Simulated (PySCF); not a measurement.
# A search over the determinants of GaSn

Unrestricted PBE0; PySCF, scalar-relativistic core potentials, basis sets Ga def2-SVP, Sn def2-SVP with ECP28. Outer shells of the fragments: Ga 3d10 4s2 4p1; Sn 4d10 5s2 5p2.

Followed along the bond (rough minima from three points):

```json
{"2Ms+1": "4", "unpaired": "σ ↑, π ↑↑", "⟨S²⟩ at the start": "3.75", "R at minimum (Å)": "2.67", "Te (eV)": "0.00"}
{"2Ms+1": "2", "unpaired": "σ ↓, π ↑↑", "⟨S²⟩ at the start": "1.77", "R at minimum (Å)": "2.65", "Te (eV)": "0.33"}
{"2Ms+1": "2", "unpaired": "σ ↑, π ↑↓", "⟨S²⟩ at the start": "1.76", "R at minimum (Å)": "2.66", "Te (eV)": "0.39"}
{"2Ms+1": "2", "unpaired": "π ↑", "⟨S²⟩ at the start": "0.75", "R at minimum (Å)": "2.91", "Te (eV)": "0.77"}
{"2Ms+1": "2", "unpaired": "σ ↑", "⟨S²⟩ at the start": "0.76", "R at minimum (Å)": "2.68", "Te (eV)": "0.97"}
```

Solutions found at the starting distance of 2.555 Å, counted from the lowest of them; the search is not exhaustive and high or unbound solutions are not listed, so other states can lie among these:

```tsv
2Ms+1	unpaired	term	E (eV)	⟨S²⟩	⟨Lz²⟩	μ (D)
4	σ ↑, π ↑↑	⁴Σ⁻	0.00	3.75	0.00	-0.63
2	σ ↓, π ↑↑	mixed	0.33	1.77	0.00	-0.66
2	σ ↑, π ↑↓	mixed	0.38	1.76	2.01	-0.52
2	σ ↑	mixed	0.98	0.76	2.00	-0.22
2	π ↑	²Π	1.09	0.75	1.00	0.51
2	π ↑	²Π	1.10	0.77	1.00	-0.94
```

A term symbol is given only where ⟨S²⟩ and ⟨Lz²⟩ are close to those of a pure state; real π, δ and φ orbitals otherwise mix terms. A positive dipole means Ga(−)Sn(+).

Spin–orbit coupling is left out.
